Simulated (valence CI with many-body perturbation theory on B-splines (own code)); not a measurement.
In¹⁶⁺ in brief

Computed by valence CI with perturbative core correlation (CI+MBPT): five valence electrons over a frozen Dirac-Fock core [Ar] 3d10, radial functions for each j: 9 s, 9 p, 8 d, 6 f, 3 g, 1 h, with the one-electron correlation potential Σ1 (screened to all orders), the two-electron term Σ2, the three-electron term Σ3, Breit, model QED; selected single and double excitations, second order for the rest (own B-spline code, finite nucleus).

No measured spectrum was set against this ion. As an estimate, levels hold to about 250 cm⁻¹ or 0.2 % of their energy and the worst to 1 %, as in measured heavy ions of charge 2 to 7; those with d or f electrons hold less well. Among the levels kept, up to 310 cm⁻¹ of a level comes from second order outside the variational space, and about a tenth of that is noise between levels of different J, which matters for small intervals.

Names give the largest LS component (configuration and term), which can be under half, so a name can repeat, a term be missing and a line seem to break the LS rules; names also repeat where a configuration has a term twice.

Rates and lifetimes use the calculated energies. Strong lines usually hold to 10 to 20 %, long lifetimes can be off by a factor of two.

Question: What is the ground level?

Answer: 4s²4p³ ⁴S°_3/2, composition 54 % 4s²4p³ ⁴S° + 29 % 4s²4p³ ²P° + 15 % 4s²4p³ ²D°, g = 1.616.

Question: Among levels below 924360 cm⁻¹, which E1 lines absorb most strongly from the ground level?

Answer: to 4s²4p²4d ⁴P_5/2 at 14.80 nm, f = 0.884; to 4s²4p²4d ⁴P_3/2 at 14.67 nm, f = 0.570; to 4s²4p²4d ²D_5/2 at 13.97 nm, f = 0.328.

Question: How well does LS coupling describe the low levels?

Answer: Among the lowest 20 levels the leading LS term, summed over configurations, holds 69 % on average. For single configurations the figures are 63 % in LS and 71 % in jj coupling. Terms mix most in the J = 1/2 level at 521390 cm⁻¹, where the leading one holds 43 %.

Question: Where does the other parity begin?

Answer: At 4s4p⁴ ⁴P_5/2, 374200 cm⁻¹.

Question: Name the longest-lived excited levels whose lifetime is computed, and their main decay.

Answer: 4s²4p³ ²D°_5/2 at 77061 cm⁻¹ lives 1.22 ms, mostly by M1 to 4s²4p³ ⁴S°_3/2; 4s²4p³ ²D°_3/2 at 58021 cm⁻¹ lives 248 μs, mostly by M1 to 4s²4p³ ⁴S°_3/2; 4s²4p³ ²P°_1/2 at 104790 cm⁻¹ lives 155 μs, mostly by M1 to 4s²4p³ ⁴S°_3/2. The lifetime of 4s²4p²4d ⁴F_9/2 is too uncertain to give, and may be longer.

Question: What are the static dipole polarisabilities of the lowest levels?

Answer: 4s²4p³ ⁴S°_3/2 0.389 (tensor 0.014); 4s²4p³ ²D°_3/2 0.400 (tensor 0.016); 4s²4p³ ²D°_5/2 0.400; 4s²4p³ ²P°_1/2 0.397 bohr³, of which the core gives 0.0208.

Question: What is the ionisation energy?

Answer: 426.51 eV; NIST lists 425 ± 3 eV (theoretical).
